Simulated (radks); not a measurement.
Mg4+, 8 electrons, occupied as [He] 2s2 2p4. Method: scalar-relativistic Kohn-Sham, BLYP, spin-unpolarised, spherical densities, point nucleus; computed with a radial shooting solver on a logarithmic mesh with Libxc functionals.

Normalised radial functions P(r) = r R(r), r in bohr:

r,1s,2p
0.006637,0.4981,0.0026
0.009362,0.6790,0.0051
0.01321,0.9134,0.0098
0.01878,1.2132,0.0191
0.02649,1.5584,0.0362
0.03736,1.9283,0.0675
0.05312,2.2708,0.1244
0.07494,2.4732,0.2184
0.1057,2.4312,0.3662
0.1503,2.0607,0.5828
0.212,1.4345,0.8437
0.2991,0.7587,1.0957
0.4252,0.2668,1.2355
0.5998,0.0563,1.1495
0.8461,0.0057,0.8391
1.203,0.0002,0.4361
1.697,0.0000,0.1486
2.394,0.0000,0.0273
3.404,0.0000,0.0019
4.801,0.0000,0.0000

1s: eigenvalue -1360.3 eV, 0 radial nodes, <r> = 0.130 bohr, 90 % of the charge inside 0.233 bohr. 2p: eigenvalue -128.92 eV, 0 radial nodes, <r> = 0.606 bohr, 90 % of the charge inside 1.01 bohr.
